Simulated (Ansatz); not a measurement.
Process, species as SMILES: [O]=[Al][F] -> [O]=[Al][F] as doublet, charge +1 + e-
Structures are relaxed separately at B3LYP-D3(BJ)/def2-TZVP in Ansatz (an electronic-structure program).
Geometry of the first species:
SMILES: [O]=[Al][F]
```xyz
3

Al     0.0000     0.0000    -0.0650
O      0.0000     0.0000    -1.6623
F      0.0000     0.0000     1.5714
```

Property: adiabatic ionisation energy (electronic energy difference), in eV. Valence correlation only, unless marked. UHF or UKS for open shells. No spin-orbit coupling. No relativistic terms. CBS(X,Y): correlation extrapolated as X^-3; Hartree-Fock from the larger set.

CCSD(T)/CBS(cc-pV(T+d)Z,cc-pV(Q+d)Z) (Ansatz) gives 10.41 eV.

Another calculation gave 10.20 eV. Which level was it?
A) BLYP/def2-TZVPD (Ansatz)
B) r2SCAN0/def2-TZVPD (Ansatz)
C) wB97M-V/def2-TZVPD (Ansatz)
D) BHLYP/def2-TZVPD (Ansatz)

C, wB97M-V/def2-TZVPD (Ansatz). The others give 10.43 (BLYP), 9.99 (r2SCAN0), 9.81 (BHLYP) eV.
